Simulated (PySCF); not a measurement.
B(F)(GeH3)(H), H4BFGe, SMILES F[BH][GeH3], singlet, B3LYP/def2-SVP optimised geometry.

```
7

B     -0.59     0.82     0.00
F      0.19     1.89    -0.09
Ge     0.24    -1.10     0.00
H     -0.25    -1.87    -1.25
H      1.78    -1.10     0.00
H     -0.25    -1.89     1.24
H     -1.78     1.03     0.07
```

Density from B3LYP/def2-TZVP (PySCF 2.14.0) at that geometry.

Minimum of the electron density along straight lines between bonded atoms, close to the bond critical point (lines longer than 1.1 times the sum of covalent radii, or with two minima, are not listed):

```json
[
 {"bond": "B1–F2", "length / Å": "1.321", "ρ at the minimum / e bohr⁻³": "0.203", "∇²ρ there / e bohr⁻⁵": "1.27", "position (fraction from the first atom)": "0.34"},
 {"bond": "B1–Ge3", "length / Å": "2.089", "ρ at the minimum / e bohr⁻³": "0.113", "∇²ρ there / e bohr⁻⁵": "-0.12", "position (fraction from the first atom)": "0.51"},
 {"bond": "Ge3–H4", "length / Å": "1.547", "ρ at the minimum / e bohr⁻³": "0.129", "∇²ρ there / e bohr⁻⁵": "0.06", "position (fraction from the first atom)": "0.59"},
 {"bond": "Ge3–H5", "length / Å": "1.544", "ρ at the minimum / e bohr⁻³": "0.131", "∇²ρ there / e bohr⁻⁵": "0.06", "position (fraction from the first atom)": "0.59"},
 {"bond": "Ge3–H6", "length / Å": "1.546", "ρ at the minimum / e bohr⁻³": "0.129", "∇²ρ there / e bohr⁻⁵": "0.06", "position (fraction from the first atom)": "0.59"},
 {"bond": "B1–H7", "length / Å": "1.212", "ρ at the minimum / e bohr⁻³": "0.188", "∇²ρ there / e bohr⁻⁵": "-0.49", "position (fraction from the first atom)": "0.44"}
]
```
